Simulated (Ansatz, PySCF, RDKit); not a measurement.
Pair of molecules: SiH4 (SMILES [SiH4]) (first 5 atoms) with H4OSi (SMILES O[SiH3]); geometry from B3LYP-D3(BJ)/def2-TZVP.
(charge 0, multiplicity 1):
```xyz
11

Si    -0.00625     0.15046     0.19760
H     -0.82316     1.07556     1.01332
H      1.37651     0.65871     0.08435
H     -0.60914    -0.00418    -1.14389
H      0.01719    -1.17478     0.86582
O     -0.47734    -1.23093     3.80155
Si    -0.02217     0.29557     4.23619
H     -0.61174    -1.41165     2.86722
H      1.11411     0.77343     3.40748
H      0.38527     0.21482     5.65274
H     -1.13132     1.26938     4.08879
```

Monomers are frozen at their geometry in the pair; levels with a basis set take the counterpoise correction. Rows marked so take none.

Cores are frozen in the correlated methods. Rows in 6-311+G** carry no dispersion term and start afresh at each structure.

Programs: Ansatz (a first-principles code); PySCF for 6-311+G** rows; RDKit for the force fields. Each number belongs to the level named beside it.

Question: Predict the interaction energy from MMFF94.

Answer: 5 kJ/mol
